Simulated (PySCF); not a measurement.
CH3Li, charge +1, multiplicity 2. Atoms are numbered in the order given.

```xyz
5

Li     0.0000     0.0000    -1.7324
C      0.0000     0.0000     0.5362
H      0.9353     0.5400     0.6601
H      0.0000    -1.0800     0.6601
H     -0.9353     0.5400     0.6601
```
Charge +1, spin multiplicity 2.

Geometry optimised at ωB97X-D3(BJ)/def2-TZVPD. The multiplicity is an assumed one; other spin states were not compared. The isomer is the one that the SMILES or the coordinates give; other isomers of the formula were not compared.

Method: TDA-PBE/def2-TZVPD run with PySCF.

Vertical excitations; the highest root listed may be one member of a degenerate set. The molecule is in vacuum.

```csv
state,energy (eV),λ (nm),f,main pairs
root 1,5.62,221,0.000,β HOMO→LUMO (degenerate set)
root 2,5.62,221,0.000,β HOMO−1→LUMO (degenerate set)
root 3,5.81,213,0.045,α HOMO→LUMO 99 %
root 4,7.04,176,0.036,α HOMO→LUMO+2 (degenerate set)
root 5,7.04,176,0.036,α HOMO→LUMO+1 (degenerate set)
root 6,7.94,156,0.017,α HOMO→LUMO+3 99 %
root 7,9.53,130,0.002,"α HOMO−1→LUMO, β HOMO→LUMO+1 (degenerate set)"
root 8,9.53,130,0.002,"α HOMO−2→LUMO, β HOMO−1→LUMO+1 (degenerate set)"
root 9,9.64,129,0.015,"α HOMO→LUMO+4, β HOMO−1→LUMO+1 (degenerate set)"
root 10,9.64,129,0.015,"α HOMO→LUMO+5, β HOMO→LUMO+1 (degenerate set)"
```
Unrestricted roots are not spin-pure.
